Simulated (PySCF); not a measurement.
**How methods differ on the fine-structure interval of Lu(52+)**

Lu(52+) [Ar] 3d1 [3d3/2^1, M_J = 3/2] → Lu(52+) [Ar] 3d1 [3d5/2^1, M_J = 5/2], as a difference of total energies. Computed with PySCF 2.14 in an uncontracted even-tempered set (15 s from 14 bohr⁻², ratio 2.8; 12 p from 18 bohr⁻², ratio 2.8; 8 d from 18 bohr⁻², ratio 2.8; 3 f from 56 bohr⁻², ratio 3), with the two-component X2C-1e Hamiltonian. Correlated levels: [Ne] frozen; the 72 highest virtual spinors dropped. "Screened" scales the spin-orbit matrix elements by Boettger's factors to mimic the two-electron term; Breit and QED terms are absent.

```json
{"method": "GHF (screened spin-orbit)", "fine-structure interval (cm⁻¹)": "516170"}
{"method": "GMP2 (screened spin-orbit)", "fine-structure interval (cm⁻¹)": "516700"}
{"method": "GHF (bare spin-orbit)", "fine-structure interval (cm⁻¹)": "601560"}
```
